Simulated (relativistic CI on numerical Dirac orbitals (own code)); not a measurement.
**Ce³⁺: computed level list**

Calculated at this level of theory: Dirac-Coulomb-Breit CI, KLI orbitals optimised for each configuration, model QED (radiative potential, 1s self-energy scaled to tabulated hydrogen-like ionisation energies), valence Slater integrals scaled by 0.8 (own radial code, finite nucleus).

CI space (outside the closed core [Xe]): 4f.

The lowest level is 4f 2F°_5/2, with 100 % of that term; Hund's rules for 4f give 2F° with J = 5/2, in agreement.

| No. | Configuration | Term | J | E (cm⁻¹) | % | Next component (%) |
| --- | --- | --- | --- | --- | --- | --- |
| 1 | 4f | 2F° | 5/2 | 0.0 | 100 |  |
| 2 | 4f | 2F° | 7/2 | 2139.1 | 100 |  |

Energies count from the lowest computed level; ° marks odd parity.

The mean weight of the leading LS term, summed over parents, in these 2 levels is 100 %, and that of the leading jj configuration (from the same eigenvectors) 100 %.

One configuration and one scale for all Slater integrals: terms of lower spin can come out thousands of cm⁻¹ low, and their order can be wrong. 1 of the 1 excited levels that our extract of the measured tables holds in this range could be paired (the sources list more); they are missed by 114 cm⁻¹ on average and 114 at most, and levels without a partner can miss by more.
